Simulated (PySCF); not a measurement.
MoO₂FCl, SMILES [O]=[Mo](=[O])([F])[Cl], multiplicity 1. Atoms are numbered in the order given.

```xyz
5

Mo     0.0449     0.2797     0.0000
O      0.9150     0.7729    -1.3414
O      0.9150     0.7729     1.3414
F     -1.6236     1.0701     0.0000
Cl    -0.1124    -1.9850     0.0000
```
Charge 0, spin multiplicity 1.

Coordinates come from a B3LYP-D3(BJ)/def2-SVP optimisation. The spin state was assumed, not searched. The structure was generated by enumeration; whether it is a known compound was not checked. The def2 effective core potentials stand for the cores of Mo; spin–orbit coupling is left out.

Method: CAM-B3LYP/def2-TZVP (PySCF).

Symmetry labels are those of the subgroup Cs that the program uses (full group Cs).

Computed valence orbital energies around the gap with their symmetry:
```tsv
orbital	symmetry	energy (eV)
HOMO−7	A"	-14.67
HOMO−6	A'	-13.61
HOMO−5	A"	-13.39
HOMO−4	A'	-13.06
HOMO−3	A'	-12.49
HOMO−2	A"	-11.77
HOMO−1	A'	-11.67
HOMO	A"	-11.44
LUMO	A'	-2.68
LUMO+1	A"	-2.12
LUMO+2	A'	-1.51
LUMO+3	A'	-0.29
```
